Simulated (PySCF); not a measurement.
**Spinor energies of Mo²²⁺ (molybdenum, charge +22)**

Start: [Ar] 3d2; 3d3/2 filled at m_j = +1/2, +3/2. Calculated with PySCF 2.14 in an uncontracted even-tempered set (16 s from 2.7 bohr⁻², ratio 2.8; 12 p from 3.5 bohr⁻², ratio 2.8; 8 d from 3.5 bohr⁻², ratio 2.8; 3 f from 11 bohr⁻², ratio 3): generalised Hartree-Fock with the X2C-1e Hamiltonian and a Gaussian nucleus; one run each with spin-orbit coupling (SO) switched off, then screened by Boettger's factors.

| spinor shell | electrons | ε, spin-free (eV) | ε, screened SO (eV) | weight of nominal j (screened SO) | rms radius, screened SO (bohr) |
| --- | --- | --- | --- | --- | --- |
| 1s1/2 | 2 | -20989.8 | -20988.4 | 1.000 | 0.0404 |
| 2s1/2 | 2 | -3783.5 | -3782.9 | 1.000 | 0.165 |
| 2p1/2 | 2 | -3471.3 | -3548.4 | 0.999 | 0.144 |
| 2p3/2 | 4 | -3471.3 | -3434.5 | 1.000 | 0.148 |
| 3s1/2 | 2 | -1259.7 | -1259.6 | 1.000 | 0.420 |
| 3p1/2 | 2 | -1150.4 | -1171.6 | 0.963 | 0.411 |
| 3p3/2 | 4 | -1150.4 | -1140.1 | 0.982 | 0.420 |
| 3d3/2 | 2 | -1019.3 | -1020.8 | 0.941 | 0.376 |

```
   quantity    spin-free  screened SO
E (hartree)  -3760.56912  -3761.19731
        M_J            2            2
       ⟨J²⟩        8.001        6.363
       ⟨L²⟩       12.001       11.228
       ⟨S²⟩        2.000        1.756
```

The determinant has a definite M_J but mixes levels of different J.

Each row is a mean over spinors that exchange with the open shell spreads, by up to 15.186 eV (3p1/2).

Breit and QED terms are absent; they matter most for the inner s and p1/2 levels.

Densities and radii are taken from the X2C orbitals without a picture-change correction, which distorts them close to the nucleus.

Without spin-orbit coupling the j labels of p, d and f shells carry no meaning; the spin-free column gives the mean over the occupied spinors of each nl shell, and its ⟨J²⟩ belongs to a mixture of degenerate components.
